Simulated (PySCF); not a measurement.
Two species compared at the same levels of theory.

First species: C6H13PS.
Cartesian coordinates in Å at the PBE0-D3(BJ)/def2-SVP level; atoms count from 1:
```
atom  x, y, z in Å
C1     2.9376    0.7885   -0.1050
C2     2.0235   -0.1723    0.0308
P3     0.5227   -0.1742   -0.9885
S4     0.4701    1.1986   -2.3737
C5    -0.9185   -0.1684    0.1984
C6    -0.7606   -1.3072    1.2037
C7    -2.1793   -0.3610   -0.6440
C8    -0.9392    1.1908    0.8936
H9     2.7890    1.5803   -0.8491
H10    3.8452    0.8075    0.5057
H11    2.1506   -0.9873    0.7519
H12    0.4826   -1.5240   -1.4522
H13   -1.6634   -1.3695    1.8330
H14   -0.6410   -2.2835    0.7061
H15    0.0957   -1.1506    1.8762
H16   -3.0695   -0.2983    0.0027
H17   -2.1916   -1.3453   -1.1392
H18   -2.2536    0.4143   -1.4207
H19   -1.8196    1.2583    1.5529
H20   -0.9931    2.0036    0.1539
H21   -0.0387    1.3462    1.5082
```

Second species: 4-bromobenzonitrile, C₇H₄BrN.
SMILES: `N#Cc1ccc(Br)cc1`

Levels: B3LYP/def2-SVPD for dipole moment, HOMO energy, LUMO energy, HOMO–LUMO gap, static isotropic polarisability and electronic spatial extent ⟨r²⟩ about the centre of nuclear charge; TDDFT B3LYP/def2-SVPD for lowest singlet excitation; PBE0-D3(BJ)/def2-SVP for rotational constant A and rotational constant C. Geometries: PBE0-D3(BJ)/def2-SVP. Each species is one conformer at its optimised geometry, gas phase, non-relativistic unless stated. Electronic properties by PySCF.

Dipoles, sizes and rotational constants follow the conformer. The torsions of the flexible species, by atom-mapped SMILES:
- `[CH2:1]=[CH:2][P@H:3](=[S:4])[C:5]([CH3:6])([CH3:7])[CH3:8]`: C1–C2–P3–S4 6°, C2–P3–C5–C6 -53°

Values for the first species:

| Property | Result |
| --- | --- |
| Dipole moment | 4.40 D |
| HOMO energy | -6.21 eV |
| LUMO energy | -1.16 eV |
| HOMO–LUMO gap | 5.05 eV |
| Lowest singlet excitation | 4.18 eV |
| Static isotropic polarisability | 121.0 au |
| Electronic spatial extent ⟨r²⟩ about the centre of nuclear charge | 1465 bohr² |
| Rotational constant A | 1.784 GHz |
| Rotational constant C | 0.907 GHz |

(1) Estimate the same properties for the second species, and the change in each.

Answers

(1) 
| property | first | second | second less first |
| --- | --- | --- | --- |
| dipole moment | 4.40 D | 3.25 D | -1.15 D |
| HOMO energy | -6.21 eV | -7.41 eV | -1.20 eV |
| LUMO energy | -1.16 eV | -2.14 eV | -0.98 eV |
| HOMO–LUMO gap | 5.05 eV | 5.27 eV | +0.22 eV |
| lowest singlet excitation | 4.18 eV | 4.89 eV | +0.71 eV |
| static isotropic polarisability | 121.0 au | 111.5 au | -9.5 au |
| electronic spatial extent ⟨r²⟩ about the centre of nuclear charge | 1465 bohr² | 2203 bohr² | +738 bohr² |
| rotational constant A | 1.784 GHz | 5.647 GHz | +3.863 GHz |
| rotational constant C | 0.907 GHz | 0.432 GHz | -0.475 GHz |

On the first: A dipole of 4.40 D is allowed in C1, and pure rotational transitions are dipole-allowed. No computed singlet falls in the visible range (750 to 380 nm, 1.65 to 3.26 eV); S1 lies 0.92 eV above its blue end.

On the second: S1 lies 0.38 eV below the HOMO–LUMO gap; its leading configuration is HOMO→LUMO+1, weight 0.63, beside HOMO−1→LUMO, weight 0.37. The polarisability is 16.52 Å³ as a volume (1 au = 0.148185 Å³), or 1.27 au for each of the 88 electrons. The calculation is non-relativistic and has no spin–orbit coupling, an omission that weighs most on bromine.
